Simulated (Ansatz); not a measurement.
`CO[SiH2][AlH2]` + `CB[SiH3]` → `CB[SiH2][SiH2][AlH2]` + CH₃OH at 500 K and 1 bar (formal exchange of groups at the Si–O bond).

Computed with Ansatz on PBE0-D4/def2-TZVP structures; ΔE is electronic, products minus reactants. CCSD(T)/CBS is the MP2 limit (def2-TZVPP, def2-QZVPP) plus CCSD(T) − MP2 in def2-TZVPP, frozen cores. This one scheme is used for every species. Each species was taken in one conformer, which may not be the lowest.

```tsv
species	CCSD(T)/CBS energy (Eh)	H − E (kJ/mol)	S (J/(mol·K))
`CO[SiH2][AlH2]`	-648.52635	240.0	432.5
`CB[SiH3]`	-356.10570	230.4	372.1
`CB[SiH2][SiH2][AlH2]`	-888.99512	321.7	514.6
CH₃OH	-115.61712	157.0	265.4
```

H − E and S are ideal-gas, rigid-rotor, harmonic terms from PBE0-D4/def2-TZVP, for one conformer and one mirror image of each species. 1 Eh = 2625.50 kJ/mol, R = 8.31446 J/(mol·K).

By hand: ΔE, ΔH, ΔS and ΔG.

ΔE = (-888.99512) + (-115.61712) − (-648.52635) − (-356.10570) = 0.01981 Eh = 52.0 kJ/mol. Δ(H − E) = 321.7 + 157.0 − 240.0 − 230.4 = 8.3, so ΔH = 60.3 kJ/mol. ΔS = 514.6 + 265.4 − 432.5 − 372.1 = -24.6 J/(mol·K). ΔG = 60.3 − 500 × (-24.6)/1000 = 72.6 kJ/mol.

By hand: the equilibrium constant, and the temperature at which ΔG would vanish if ΔH and ΔS stayed fixed.

log₁₀ K = −ΔG/(RT ln 10) = -7.6. ΔH and −TΔS have one sign here, so there is no such temperature.

ΔH outweighs TΔS. A doubt of 5 kJ/mol in ΔE shifts log₁₀ K by 0.5 here. Other conformers and mirror images would add mixing entropy, several J/(mol·K) or more a flexible species. Modes under 60 cm⁻¹, often nearly free rotors, make the harmonic entropy too high. These are equilibria of isolated gas molecules and say nothing of rates. Largest T1 diagnostic: 0.014 (customary marks: 0.02 for closed shells, 0.045 for open ones).
